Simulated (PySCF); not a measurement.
A structure optimised at B3LYP-D3(BJ)/def2-TZVP, used in a PySCF frequency run:

```xyz
4

Mg     0.0126     1.1599     0.0000
Br    -0.0006    -1.1737     0.0000
O     -0.0411     2.9156     0.0000
H      0.1980     3.8347     0.0000
```
Charge 0, spin multiplicity 1.

Problem. Write its SMILES, formula and point group.

Solution. [OH][Mg][Br], BrHMgO, Cs

Problem. What are its rotational constants (standard atomic weights)?

Solution. 7427.7, 1.7324, 1.7320 GHz
